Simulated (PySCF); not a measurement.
F4Hf, SMILES [F][Hf+]([F])([F])[F] (connectivity only; charge and spin as stated), charge +1, multiplicity 2. Atoms are numbered in the order given.

```xyz
5

Hf     0.0000     0.0000    -0.1226
F      1.0309     0.0000     1.6226
F      0.0000    -1.5695    -1.1323
F     -1.0309     0.0000     1.6226
F      0.0000     1.5695    -1.1323
```
Charge +1, spin multiplicity 2.

Coordinates come from a B3LYP-D3(BJ)/def2-SVP optimisation. The multiplicity is an assumed one; other spin states were not compared. The def2 effective core potentials stand for the cores of Hf; spin–orbit coupling is left out.

All values below come from PBE/def2-TZVP in PySCF.

Isolated molecule, no solvent.

Computed frontier levels, dipole moment and polarisability:
```yaml
"α spin, highest occupied and lowest empty level": -16.19 and -10.36 eV
"β spin, highest occupied and lowest empty level": -16.19 and -15.43 eV
dipole_moment_about_the_centre_of_nuclear_charge: 0.32 D
mean_static_polarisability: 35.0 bohr³ (5.19 Å³)
polarisability_principal_values: 33.0, 34.7, 37.3 bohr³
"⟨S²⟩": 0.754 (pure state 0.75)
```
